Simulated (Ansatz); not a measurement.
Scan of H3Al, singlet: umbrella (inversion) coordinate, bond length relaxed. Scanned: angle between the Al-H bonds and the threefold axis (90 = planar). Other coordinates (Al-H bond length) were minimised at PBE0/def2-TZVP.

Methods: RKS-PBE/cc-pVDZ = Ansatz (a quantum-chemistry and plane-wave program) with restricted PBE/cc-pVDZ; RKS-CAM-B3LYP/cc-pVDZ = restricted CAM-B3LYP/cc-pVDZ (Ansatz); FCI/cc-pVDZ = Ansatz with full CI/cc-pVDZ, frozen core.

Energies relative to the lowest point of each profile, in kJ/mol; the last columns give the error against full CI:

| a / ° | RKS-PBE/cc-pVDZ | RKS-CAM-B3LYP/cc-pVDZ | FCI/cc-pVDZ | RKS-PBE/cc-pVDZ − FCI/cc-pVDZ | RKS-CAM-B3LYP/cc-pVDZ − FCI/cc-pVDZ |
|---|---|---|---|---|---|
| 90 | 0.0 | 0.0 | 0.0 | 0.0 | 0.0 |
| 92.51 | 1.1 | 1.2 | 1.2 | -0.1 | 0.0 |
| 95.82 | 5.9 | 6.5 | 6.5 | -0.6 | 0.0 |
| 99.06 | 14.4 | 15.8 | 15.8 | -1.4 | -0.1 |
| 102.15 | 26.0 | 28.4 | 28.5 | -2.5 | -0.1 |
| 105.09 | 40.2 | 44.0 | 44.0 | -3.8 | -0.1 |
| 107.98 | 57.3 | 62.7 | 62.6 | -5.3 | 0.1 |
| 111.20 | 80.1 | 87.6 | 87.2 | -7.1 | 0.4 |
| 114.54 | 108.1 | 118.2 | 117.2 | -9.1 | 1.0 |
| 117.17 | 133.4 | 145.8 | 144.1 | -10.7 | 1.7 |
| 119.64 | 159.8 | 174.7 | 172.2 | -12.3 | 2.5 |
| 122.32 | 191.6 | 209.4 | 205.7 | -14.1 | 3.7 |
| 126.03 | 241.2 | 263.5 | 257.8 | -16.6 | 5.7 |
| 129.35 | 291.5 | 318.3 | 310.2 | -18.7 | 8.1 |
| 132 | 336.0 | 366.7 | 356.2 | -20.2 | 10.5 |

RKS-PBE/cc-pVDZ is furthest from FCI/cc-pVDZ at 132 (-20.2 kJ/mol, below); its mean absolute error over the points is 8.2 kJ/mol.

RKS-CAM-B3LYP/cc-pVDZ is furthest from FCI/cc-pVDZ at 132 (10.5 kJ/mol, above); its mean absolute error over the points is 2.3 kJ/mol.
